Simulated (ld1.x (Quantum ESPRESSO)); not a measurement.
## PBE ultrasoft dataset for argon (Ar), scalar-relativistic all-electron reference.

ld1.x (Quantum ESPRESSO) 7.5 was run on this input:

```
&input
   title='Ar', zed=18., rel=1, dft='PBE', iswitch=3,
   config='[Ar] 3d-2',
   nld=3, rlderiv=1.35, eminld=-4.0, emaxld=5.0, deld=0.02
 /
 &inputp
   pseudotype=3, tm=.true., lloc=-2, rcloc=0.90,
   nlcc=.true.,
   which_augfun='PSQ', rmatch_augfun=0.85,
   file_pseudopw='Ar.UPF', file_wfcaegen='ae.wfc', file_wfcncgen='nc.wfc', file_beta='beta', file_chi='chi', file_wfcusgen='us.wfc'
 /
6
3S  1  0   2.00   0.00  1.10  1.25  0.0
3S  1  0   0.00  -1.15  1.10  1.25  0.0
3P  2  1   6.00   0.00  0.80  1.00  0.0
3P  2  1   0.00   2.30  0.80  1.00  0.0
3D  3  2  -2.00   0.50  0.95  1.15  0.0
3D  3  2  -2.00   1.95  0.95  1.15  0.0
 &test
   configts(1)='3s2 3p6'
 /
```

Command:

```bash
ld1.x < Ar.in > Ar.out
```

The program printed (shortened: banner, matrices, multipoles, cross overlaps and the repeated all-electron block are left out):

```
Program LD1 v.7.5
     --------------------------- All-electron run ----------------------------

     Ar
     scalar relativistic calculation

     atomic number is 18.00
     dft =PBE   lsd =0 sic =0 latt =0  beta=0.20 tr2=1.0E-14
     Exchange-correlation= PBE
                           (   1   4   3   4   0   0   0)
     mesh =1161 r(mesh) = 100.44680 a.u. xmin = -7.00 dx = 0.01250
     1 Ry =  13.60569312 eV, c = 137.03599908

     n l     nl                  e(Ry)          e(Ha)          e(eV)
     1 0     1S 1( 2.00)      -229.3420      -114.6710     -3120.3571
     2 0     2S 1( 2.00)       -21.8284       -10.9142      -296.9909
     2 1     2P 1( 6.00)       -16.8963        -8.4482      -229.8865
     3 0     3S 1( 2.00)        -1.7851        -0.8925       -24.2869
     3 1     3P 1( 6.00)        -0.7548        -0.3774       -10.2700

     final scf error:  7.5E-15 reached in  28 iterations

     Etot =   -1058.461437 Ry,    -529.230718 Ha,  -14401.101490 eV

     Ekin =    1063.977139 Ry,     531.988569 Ha,   14476.146440 eV
     Encl =   -2525.526578 Ry,   -1262.763289 Ha,  -34361.539594 eV
     Eh   =     464.720106 Ry,     232.360053 Ha,    6322.839155 eV
     Exc  =     -61.632104 Ry,     -30.816052 Ha,    -838.547492 eV

     normalization and overlap integrals

     s(1S/1S) =  1.000000  <r> =   0.0857  <r2> =    0.0099  r(max) =   0.0563
     s(2S/2S) =  1.000000  <r> =   0.4141  <r2> =    0.2035  r(max) =   0.3403
     s(2P/2P) =  1.000000  <r> =   0.3767  <r2> =    0.1764  r(max) =   0.2821
     s(3S/3S) =  1.000000  <r> =   1.4063  <r2> =    2.3034  r(max) =   1.1731
     s(3P/3P) =  1.000000  <r> =   1.6641  <r2> =    3.3458  r(max) =   1.2964

     ------------------------ End of All-electron run ------------------------

     --------------------- Generating US pseudopotential ---------------------

      Generating local potential from pseudized AE potential:
      Matching radius rcloc =   0.9000
      Enforcing V''(0)=0 (lloc=-2)

      Local pseudo, rcloc= 0.891 Estimated cut-off energy=    34.47 Ry

      Computing core charge for nlcc:

       r > 0.72 : true rho core
       r < 0.72 : rho core = a sin(br)/r    a=   9.66  b=   3.73

      Integrated core pseudo-charge :   2.41
      Wfc-us  3S rcutus= 1.264  Estimated cut-off energy=    28.49 Ry
      Wfc-us  3S rcutus= 1.264  Estimated cut-off energy=    29.57 Ry
      Wfc-us  3P rcutus= 1.010  Estimated cut-off energy=    70.00 Ry
      Wfc-us  3P rcutus= 1.010  Estimated cut-off energy=    74.26 Ry
      Wfc-us  3D rcutus= 1.144  Estimated cut-off energy=    82.28 Ry
      Wfc-us  3D rcutus= 1.144  Estimated cut-off energy=    84.83 Ry

     Q pseudized with Bessel functions
     Expected ecutrho=     708.0277 due to l1=  2   l2=  2

     ------------------- End of pseudopotential generation -------------------

     Computing logarithmic derivative in   1.35445
     Computing logarithmic derivative in   1.35445
     Computing the partial wave expansion
     R is outside the sphere for l=    0 j= 0.00
     R is outside the sphere for l=    0 j= 0.00
     R is outside the sphere for l=    1 j= 0.00
     R is outside the sphere for l=    1 j= 0.00
     R is outside the sphere for l=    2 j= 0.00
     R is outside the sphere for l=    2 j= 0.00

     ---------------------- Testing the pseudopotential ----------------------

     Ar
     scalar relativistic calculation

     atomic number is 18.00   valence charge is  8.00
     dft =PBE   lsd =0 sic =0 latt =0  beta=0.20 tr2=1.0E-14
     mesh =1161 r(mesh) = 100.44680 xmin = -7.00 dx = 0.01250

     n l     nl             e AE (Ry)        e PS (Ry)    De AE-PS (Ry)
     1 0     3S   1( 2.00)       -1.78505       -1.78507        0.00002
     2 1     3P   1( 6.00)       -0.75483       -0.75483       -0.00000

     eps = 2.3E-16  iter =  4

     Etot =   -1058.461437 Ry,    -529.230718 Ha,  -14401.101490 eV
     Etotps =   -46.701353 Ry,     -23.350676 Ha,    -635.404274 eV

     Ekin =      15.073966 Ry,       7.536983 Ha,     205.091754 eV
     Encl =     -94.076007 Ry,     -47.038003 Ha,   -1279.969276 eV
     Ehrt =      36.381924 Ry,      18.190962 Ha,     495.001296 eV
     Ecxc =     -12.309846 Ry,      -6.154923 Ha,    -167.483981 eV
     (Ecc =      -4.236206 Ry,      -2.118103 Ha,     -57.636521 eV)
     Epseu=       8.228609 Ry,       4.114305 Ha,     111.955934 eV

     ---------------------- End of pseudopotential test ----------------------
```

Generation and configuration tests took about 1.2 s on one core of a shared server CPU.
